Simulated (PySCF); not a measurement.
**Potential energy of PrN along the bond**

Set-up: PySCF, spin-free X2C with a Gaussian nucleus, basis sets Pr x2c-SVPall, N x2c-SVPall. Energies in eV from Pr (4f3 6s2) + N in their ground configurations at the same level. State: triplet, about 2.5 electrons in the 4f shell (Mulliken), real f orbitals that mix terms.

All columns are BP86. A positive dipole means Pr(−)N(+).

| R (Å) | E (eV) | μ (D) | Mulliken charge on Pr (basis-dependent) | HOMO (eV) | LUMO (eV) | Mayer bond order | ⟨S²⟩ |
| --- | --- | --- | --- | --- | --- | --- | --- |
| 1.493 | -3.581 | -4.26 | 0.08 | -1.12 | -1.92 | 3.17 | 2.01 |
| 1.562 | -4.685 | -4.93 | 0.10 | -1.34 | -2.00 | 3.16 | 2.01 |
| 1.632 | -5.318 | -5.53 | 0.13 | -1.58 | -2.09 | 3.17 | 2.01 |
| 1.684 | -5.566 | -5.93 | 0.16 | -1.76 | -2.17 | 3.17 | 2.01 |
| 1.736 | -5.667 | -6.28 | 0.18 | -1.95 | -2.24 | 3.17 | 2.01 |
| 1.788 | -5.651 | -6.56 | 0.21 | -2.14 | -2.32 | 3.17 | 2.02 |
| 1.857 | -5.496 | -6.82 | 0.24 | -2.37 | -2.44 | 3.17 | 2.03 |
| 1.944 | -5.152 | -6.97 | 0.28 | -2.63 | -2.62 | 3.16 | 2.06 |
| 2.049 | -4.616 | -7.00 | 0.31 | -2.88 | -2.84 | 3.14 | 2.12 |
| 2.187 | -3.843 | -6.30 | 0.35 | -3.15 | -3.06 | 2.98 | 2.41 |

A fit through these points gives, at Re = 1.754 Å, μ = -6.38 D and dμ/dR = -5.59 D/Å; the reduced mass is 12.74 u.

Q: How strong is the fundamental in the double-harmonic approximation, I = 42.26·(dμ/dR)²/μred km/mol?

A: I = 42.26·(-5.59)²/12.74 = 104 km/mol at BP86.

⟨S²⟩ of the unrestricted solution departs from its pure value on part of the curve, where spin states mix. Spin–orbit coupling is left out, which matters for elements this heavy, above all for dissociation energies. Counting both spins, an empty level lies below a filled one in this solution, because spin and occupation are held. The state is the lowest single determinant that the PBE0 search found; with open d or f shells the true ground state can be another one.
